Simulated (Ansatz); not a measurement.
Cartesian coordinates in Å:
```
C 0.126 0.971 1.159
C -0.060 -0.299 0.344
C -1.436 -0.396 -0.297
In 1.503 -0.514 -1.128
F 1.380 -1.440 -2.840
F 3.320 0.181 -1.008
H -0.633 1.016 1.949
H 0.004 1.869 0.547
H 1.106 1.024 1.636
H 0.099 -1.169 0.990
H -1.628 0.439 -0.976
H -2.207 -0.360 0.482
H -1.574 -1.321 -0.859
```

The species carries charge 0 and has multiplicity 1. In: def2 effective core potential.

(1) List the r2SCAN/def2-TZVPP orbital energies in eV (the Gaussian-basis code of Ansatz). (Best estimate.)

## Answers

(1) Ansatz gave: Occupied: -664.33, -664.33, -274.45, -273.58, -273.57, -125.85, -82.63, -82.29, -82.26, -28.74, -28.70, -21.40, -19.82, -19.78, -19.77, -19.55, -19.46, -18.50, -15.53, -12.29, -11.99, -10.99, -10.63, -10.37, -9.42, -9.33, -9.12, -8.77, -8.68, -8.48, -8.34, -7.22. Lowest empty: -2.29, -1.65, 0.30, 0.77, 1.69, 2.14, 2.59, 2.68.
